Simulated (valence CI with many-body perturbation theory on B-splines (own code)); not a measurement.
Values are calculated unless marked as measured or tabulated.
**Sr17+: input, log and results**

The program does CI of the valence electrons with many-body perturbation theory for a frozen closed Dirac-Fock core.

Command, and the settings that its task file holds:

```sh
python run_cv.py task.json out
```

```
atom Sr  Z=38  mass_number=88  rms_radius_fm=4.2240
core [Ar] 3d1
valence 3d3
avg = 1
basis = S
breit = 1
cap = 10000
capref = 1200
cscale = 1
de = 0.0
dress = 0
eps = 2e-08
extrap = 1
h = 0.27
hh = 1
l2 = 3
lcore = 6
maxit = 60
n2 = 5
natural = 1
nlev = 20
nno = [3, 3, 3, 3, 1]
nroot = 26
nsp = [3, 3, 2, 2, 0]
pt2 = 1
qed = 1
rpa = 1
s1 = 1
s2 = 1
s3 = 1
screen = 1
tol = 2e-05
whole = 1
```

(1) What became of the run, and why?

## Answers

(1) It gave no result: the perturbation theory needs a core of closed shells. The program said: "the core must hold closed shells only".
